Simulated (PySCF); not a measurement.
# Radial density of P⁺ (phosphorus, charge +1)

UHF, [Ne] 3s2 3p2, high-spin 3P determinant. Calculation: PySCF 2.14, in cc-pVDZ-DK; scalar relativity by spin-free X2C-1e.

| r (bohr) | 4πr²ρ (e/bohr) | 4πr²(ρα − ρβ) |
| --- | --- | --- |
| 0.00147 | 0.06795 | 0.0000 |
| 0.00247 | 0.1822 | 0.0000 |
| 0.00416 | 0.4684 | 0.0000 |
| 0.00700 | 1.177 | 0.0001 |
| 0.0118 | 2.815 | 0.0002 |
| 0.0198 | 6.152 | 0.0005 |
| 0.0333 | 11.48 | 0.0018 |
| 0.0560 | 16.48 | 0.0076 |
| 0.0942 | 15.80 | 0.0320 |
| 0.159 | 11.04 | 0.1056 |
| 0.267 | 13.70 | 0.1956 |
| 0.448 | 15.01 | 0.1038 |
| 0.754 | 5.383 | 0.0443 |
| 1.27 | 2.218 | 0.7612 |
| 2.13 | 1.853 | 0.9582 |
| 3.59 | 0.2785 | 0.1869 |
| 6.04 | 0.004553 | 0.0040 |

Densities and radii are taken from the X2C orbitals without a picture-change correction, which distorts them close to the nucleus.
